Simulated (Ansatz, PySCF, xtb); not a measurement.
Pair of molecules: H4O2Si (SMILES O[SiH2]O) (first 7 atoms) with NH3 (SMILES N); geometry from B3LYP-D3(BJ)/def2-TZVP, rigid monomers moved along the line of their centres of mass till H4···N8 is 2.54 Å.
(charge 0, multiplicity 1):
```xyz
11

O     -0.047     1.041     1.317
Si    -0.637     0.357    -0.040
O      0.394     0.507    -1.318
H      0.111     0.469     2.103
H     -1.861     1.041    -0.496
H     -0.913    -1.081     0.236
H      1.312     0.258    -1.183
N      0.428    -0.840     4.259
H      0.097    -1.778     4.065
H      1.389    -0.910     4.576
H     -0.123    -0.471     5.025
```

Monomers are frozen at their geometry in the pair; levels with a basis set take the counterpoise correction. Rows marked so take none.

Frozen-core correlation. Rows in 6-31G*, STO-3G carry no dispersion term and start afresh at each structure (6-31G* with six Cartesian d functions).

Codes used: Ansatz (a program for electronic structure); PySCF for 6-31G* rows, STO-3G rows; xtb for the GFN methods. Values without a source in brackets are computed.

**Question.** One of these levels gives -3.41 kcal/mol for the interaction energy. Which?
(A) HF/STO-3G (no counterpoise)
(B) SCS-MP2/aug-cc-pV(D+d)Z
(C) GFN-FF
(D) B3LYP/6-31G* (no counterpoise)

**Answer.** A, HF/STO-3G (no counterpoise). The others give -5.85 (GFN-FF), -7.68 (B3LYP/6-31G* (no counterpoise)), -5.34 (SCS-MP2/aug-cc-pV(D+d)Z)
